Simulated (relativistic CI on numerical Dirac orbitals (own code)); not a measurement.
**Xe22+: computed level list**

These numbers are calculated, not measured: Dirac-Coulomb-Breit CI, separate exchange-only KLI orbitals for each configuration, model QED, unscaled Slater integrals (own radial code, finite nucleus).

Configuration list (outside the closed core [Ar] 3d10): 4s2 4p2, 4s 4p3, 4s2 4p 4d, 4p4, 4s 4p2 4d, 4s2 4p 4f, 4s 4p2 4f, 4p3 4d, 4s 4p 4d2, 4s2 4d 4f, 4p3 4f, 4s2 4d2, 4s 4d3, 4s 4d2 4f, 4p2 4d2, 4p 4d3, 4p 4d2 4f, 4s2 4f2, 4s 4d 4f2, 4s 4f3, 4p2 4f2, 4p 4d 4f2, 4p 4f3, 4s 4p 4d 4f. Double excitations out of closed p, d and f shells are left out; levels of such configurations are missing from the list, as are those of other unlisted configurations, and high levels can miss mixing partners.

The lowest level is 4s2 4p2 3P_0, with 77 % of that term; Hund's rules for 4s2 4p2 give 3P with J = 0, in agreement.

```
No.  Configuration  Term  J   E (eV)   %  Landé g       jj configuration (%)
  1        4s2 4p2    3P  0    0.000  77                        4p1/2^2 (97)
  2        4s2 4p2    3P  1   13.904  98    1.499           4p1/2 4p3/2 (98)
  3        4s2 4p2    1D  2   16.455  53    1.226           4p1/2 4p3/2 (97)
  4        4s2 4p2    3P  2   32.313  53    1.271               4p3/2^2 (96)
  5        4s2 4p2    1S  0   38.388  76                        4p3/2^2 (96)
  6         4s 4p3   5S°  2   62.230  65    1.795              4s 4p3/2 (77)
  7         4s 4p3   3D°  1   71.855  57    0.850              4s 4p3/2 (76)
  8         4s 4p3   3D°  2   76.650  58    1.401      4s 4p1/2 4p3/2^2 (81)
  9         4s 4p3   3D°  3   80.929  93    1.331      4s 4p1/2 4p3/2^2 (93)
 10         4s 4p3   3P°  0   86.461  95               4s 4p1/2 4p3/2^2 (95)
 11         4s 4p3   3P°  1   88.418  60    1.283      4s 4p1/2 4p3/2^2 (81)
 12         4s 4p3   1D°  2   88.927  43    1.154      4s 4p1/2 4p3/2^2 (65)
 13         4s 4p3   3S°  1   95.454  49    1.518      4s 4p1/2 4p3/2^2 (78)
 14      4s2 4p 4d   3F°  2   99.805  40    1.051           4p1/2 4d3/2 (50)
 15      4s2 4p 4d   3F°  2  103.075  44    0.965           4p1/2 4d3/2 (34)
 16      4s2 4p 4d   3F°  3  107.571  83    1.100           4p1/2 4d5/2 (78)
 17      4s2 4p 4d   3P°  2  111.000  49    1.286           4p1/2 4d5/2 (85)
 18      4s2 4p 4d   3D°  1  111.223  28    0.993           4p1/2 4d3/2 (71)
 19         4s 4p3   1P°  1  113.112  37    1.167            4s 4p3/2^3 (53)
 20      4s2 4p 4d   3F°  4  119.678  98    1.249           4p3/2 4d5/2 (98)
 21      4s2 4p 4d   1D°  2  123.122  40    1.038           4p3/2 4d3/2 (68)
 22      4s2 4p 4d   3P°  0  124.360  94                    4p3/2 4d3/2 (94)
 23      4s2 4p 4d   3D°  3  125.392  64    1.242           4p3/2 4d3/2 (54)
 24      4s2 4p 4d   3P°  1  125.798  64    1.216           4p3/2 4d3/2 (78)
 25      4s2 4p 4d   3P°  2  127.911  42    1.300           4p3/2 4d5/2 (67)
 26      4s2 4p 4d   1F°  3  133.990  76    1.071           4p3/2 4d5/2 (66)
 27      4s2 4p 4d   1P°  1  136.103  75    0.963           4p3/2 4d5/2 (80)
 28            4p4    3P  2  139.603  55    1.351               4p3/2^2 (77)
 29            4p4    3P  0  146.547  43                        4p3/2^2 (79)
 30      4s 4p2 4d    5F  1  147.262  70    0.271      4s 4p1/2^2 4d3/2 (77)
 31      4s 4p2 4d    5F  2  149.151  56    1.151      4s 4p1/2^2 4d3/2 (52)
 32      4s 4p2 4d    5F  3  152.890  43    1.364      4s 4p1/2^2 4d5/2 (64)
 33            4p4    3P  1  154.388  65    1.421         4p1/2 4p3/2^3 (65)
 34            4p4    1D  2  155.909  50    1.138         4p1/2 4p3/2^3 (68)
 35      4s 4p2 4d    5D  0  158.863  91           4s 4p1/2 4p3/2 4d3/2 (92)
 36      4s 4p2 4d    5D  2  159.664  35    1.133  4s 4p1/2 4p3/2 4d3/2 (75)
 37      4s 4p2 4d    5D  1  159.831  73    1.358  4s 4p1/2 4p3/2 4d3/2 (74)
 38      4s 4p2 4d    5F  3  160.343  41    1.258  4s 4p1/2 4p3/2 4d3/2 (73)
 39      4s 4p2 4d    5F  4  160.764  72    1.366  4s 4p1/2 4p3/2 4d5/2 (82)
 40      4s 4p2 4d    3F  2  161.893  47    0.980      4s 4p1/2^2 4d5/2 (27)
 41      4s 4p2 4d    5D  4  163.261  42    1.345  4s 4p1/2 4p3/2 4d3/2 (49)
 42      4s 4p2 4d    5F  5  165.562  74    1.348  4s 4p1/2 4p3/2 4d5/2 (82)
 43      4s 4p2 4d    3F  2  167.742  26    1.212  4s 4p1/2 4p3/2 4d5/2 (59)
 44      4s 4p2 4d    3F  3  167.770  42    1.335  4s 4p1/2 4p3/2 4d5/2 (65)
 45      4s 4p2 4d    5D  3  170.557  34    1.421  4s 4p1/2 4p3/2 4d5/2 (54)
```

Energies count from the lowest computed level; ° marks odd parity. Filled j subshells are mostly left out of the jj labels.

The mean weight of the leading LS term, summed over parents, in these 45 levels is 59 %, and that of the leading jj configuration (from the same eigenvectors) 74 %, so jj coupling describes them better and the LS labels are nominal.

At this charge energies of transitions that change n are usually good to better than 1 %, and those within a shell (Δn = 0) to a few per cent.

LS names give the leading component of a level, which can be under half, so a name can repeat, a term be missing and a line seem to break the LS rules.
